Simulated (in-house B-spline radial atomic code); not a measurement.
A fraction x of an electron is removed from 4d in the rhodium ion Rh⁴⁺, starting from [Kr] 4d5 and keeping the highest spin. Level of theory: scalar-relativistic (X2C) TPSS, spin-polarised, spherical fractional occupations, Fermi nucleus of rms radius 4.4945 fm; calculated with an all-electron radial atomic-structure program (B-spline basis).

```csv
x,E(x) - E(0) (eV),4d up level (eV)
0,0.0000,-56.323
0.09,5.1322,-57.728
0.18,10.3913,-59.141
0.31,18.2131,-61.197
0.5,30.1282,-64.231
0.58,35.3182,-65.519
0.63,38.6143,-66.327
0.79,49.4343,-68.928
0.91,57.8235,-70.893
1,64.2705,-72.376
```

The exact functional would give a straight line between the two integer points. Deviations E(x) - E(0) - x[E(1) - E(0)], in eV: -0.652 at x = 0.09, -1.177 at x = 0.18, -1.711 at x = 0.31, -2.007 at x = 0.5, -1.959 at x = 0.58, -1.876 at x = 0.63, -1.339 at x = 0.79, -0.663 at x = 0.91.

The curve lies below the straight line by up to 2.007 eV (at x = 0.5): convex, the delocalisation error that favours fractional charges.

(1) How well does Slater's transition state (minus the level at half occupation) give the ionisation energy?

## Answers

(1) It gives 64.231 eV against 64.270 eV from the two total energies; NIST lists 63.00 eV, ground level to ground level.
